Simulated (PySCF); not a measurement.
A species of formula C5H3NS has this rotational fingerprint, computed with PBE0-D3(BJ)/def2-SVP geometry optimisation, gas phase (PySCF 2.14.0):

- Rotational constants: A = 7104, B = 1490, C = 1232 MHz
- Dipole components: |μa| = 4.09 D, |μb| = 0.54 D, |μc| = 0.00 D
- Inertial defect: 0.00 u·Å²
- κ: -0.91

Question: Which candidate fits, each taken in the one conformer that was computed?
A. `N#Cc1cccs1`
B. `N#Cc1ccsc1`
C. `c1(scnc1)C#C`

Answer: B. It is N#Cc1ccsc1, a near-prolate asymmetric top, point group Cs. The candidates at the same level (rigid rotor, commonest isotopes):

```json
{"SMILES": "C#Cc1cncs1", "A (MHz)": "5525", "B (MHz)": "1804", "C (MHz)": "1360", "μa (D)": "0.76", "μb (D)": "1.04", "μc (D)": "0.00", "Δ (u·Å²)": "0.00", "point group": "Cs", "rotor": "asymmetric top"}
{"SMILES": "N#Cc1ccsc1", "A (MHz)": "7104", "B (MHz)": "1490", "C (MHz)": "1232", "μa (D)": "4.09", "μb (D)": "0.54", "μc (D)": "0.00", "Δ (u·Å²)": "0.00", "point group": "Cs", "rotor": "near-prolate asymmetric top"}
{"SMILES": "N#Cc1cccs1", "A (MHz)": "5386", "B (MHz)": "1814", "C (MHz)": "1357", "μa (D)": "4.56", "μb (D)": "0.73", "μc (D)": "0.00", "Δ (u·Å²)": "0.00", "point group": "Cs", "rotor": "asymmetric top"}
```

`C#Cc1cncs1` has A 22 % too low; `N#Cc1cccs1` has A 24 % too low. In the right answer the mirror of this Cs structure is the ab plane, so μc vanishes by symmetry. No structure here is proved a minimum.
